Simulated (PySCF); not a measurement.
Ge(H)(F)2(Me) (CH₄F₂Ge), SMILES [F][GeH]([F])[CH3].

Coordinates come from a B3LYP-D3(BJ)/def2-SVP optimisation.

The numbers are results of TDDFT-PBE/def2-SVPD in PySCF 2.14.0, not measurements.

Vertical excitations. The molecule is in vacuum. State labels are in the subgroup Cs.

Computed UV-visible absorptions:
| state | symmetry | energy (eV) | λ (nm) | f | main pairs |
|---|---|---|---|---|---|
| S1 | A" | 7.66 | 162 | 0.001 | HOMO→LUMO+1 100 % |
| S2 | A' | 7.72 | 161 | 0.039 | HOMO→LUMO 83 % |
| S3 | A' | 7.97 | 156 | 0.077 | HOMO→LUMO+2 85 % |
| S4 | A' | 8.49 | 146 | 0.162 | HOMO→LUMO+3 79 % |
| S5 | A" | 8.69 | 143 | 0.007 | HOMO−1→LUMO 86 % |
| S6 | A' | 8.74 | 142 | 0.012 | HOMO−1→LUMO+1 59 %, HOMO−2→LUMO 38 % |
| S7 | A" | 8.82 | 141 | 0.000 | HOMO−3→LUMO 96 % |
| S8 | A' | 8.89 | 139 | 0.062 | HOMO−3→LUMO+1 43 %, HOMO−2→LUMO 27 %, HOMO−1→LUMO+1 23 % |
| S9 | A" | 8.93 | 139 | 0.005 | HOMO−1→LUMO+2 51 %, HOMO−2→LUMO+1 46 % |
| S10 | A' | 8.94 | 139 | 0.044 | HOMO−3→LUMO+1 51 %, HOMO−2→LUMO 20 %, HOMO−1→LUMO+1 13 %, HOMO−2→LUMO+2 9 % |
| T1 | A' | 7.08 | 175 | 0 | HOMO→LUMO 94 % |
| T2 | A" | 7.32 | 169 | 0 | HOMO→LUMO+1 99 % |
| T3 | A' | 7.60 | 163 | 0 | HOMO→LUMO+2 94 % |
| T4 | A' | 7.97 | 156 | 0 | HOMO→LUMO+3 88 % |
Triplets are in the Tamm–Dancoff approximation, which puts them higher than full response would, so one can lie above its singlet here.
